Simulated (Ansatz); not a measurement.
disulfane (SMILES SS) moved off its minimum; all values from Ansatz (an electronic-structure program), cores frozen in correlated methods.
(charge 0, multiplicity 1)
```xyz
4

S     -0.9165     0.0111     0.5351
S      1.0286     0.0668    -0.4007
H     -1.6030    -0.8889    -0.2357
H      1.4803    -0.8800     0.1973
```

Forces at MP2/aug-cc-pV(T+d)Z (eV/Å):

```json
[
 {"atom": "S1", "Fx": "0.794", "Fy": "-0.280", "Fz": "-0.678"},
 {"atom": "S2", "Fx": "-3.331", "Fy": "3.672", "Fz": "-1.997"},
 {"atom": "H3", "Fx": "0.695", "Fy": "0.475", "Fz": "0.184"},
 {"atom": "H4", "Fx": "1.842", "Fy": "-3.867", "Fz": "2.491"}
]
```

Task: Give the forces (eV/Å), the total energy and the dipole at CCSD(T)/aug-cc-pV(T+d)Z.

Result: 
```tsv
atom	Fx	Fy	Fz
S1	0.592	-0.192	-0.482
S2	-3.082	3.739	-2.149
H3	0.605	0.379	0.112
H4	1.886	-3.925	2.519
```
Energy -796.6732 hartree, dipole 1.13 D.
